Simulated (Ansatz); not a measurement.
`C[CH2][Al]([F])[SiH3]` + CH₄ → `C[CH2][Al]([CH3])[F]` + SiH₄  (formal exchange of groups at the Al–Si bond)

Calculated with Ansatz (gas phase, PBE0-D4/def2-TZVP geometries, no zero-point term in ΔE). CCSD(T)/CBS adds triple-zeta CCSD(T) − MP2 to the extrapolated MP2 energy (def2 sets, frozen cores). This one scheme is used for every species. DFT in def2-TZVPP. Each species was taken in one conformer, which may not be the lowest.

(1) Is it downhill or uphill in electronic energy at CCSD(T)/CBS, and by how much? (Estimate.)

(2) What do these levels give: PBE-D4, r2SCAN-D4, PBE0-D4, ωB97X-V, ωB97M-V, PBE, MP2/def2-TZVPP, SCS-MP2/def2-TZVPP, CCSD(T)/def2-TZVPP, SCS-MP2/def2-QZVPP, HF/CBS(def2), MP2/CBS(def2)? (An estimate is asked.)

Largest T1 diagnostic among the species: 0.012.

Answers

(1) Ansatz gave: Uphill: ΔE = +0.08 eV.

(2) Computed: PBE-D4 0.20, r2SCAN-D4 0.11, PBE0-D4 0.18, ωB97X-V 0.09, ωB97M-V 0.01, PBE 0.20, MP2/def2-TZVPP 0.01, SCS-MP2/def2-TZVPP 0.01, CCSD(T)/def2-TZVPP 0.08, SCS-MP2/def2-QZVPP 0.01, HF/CBS(def2) 0.02, MP2/CBS(def2) 0.02 eV.
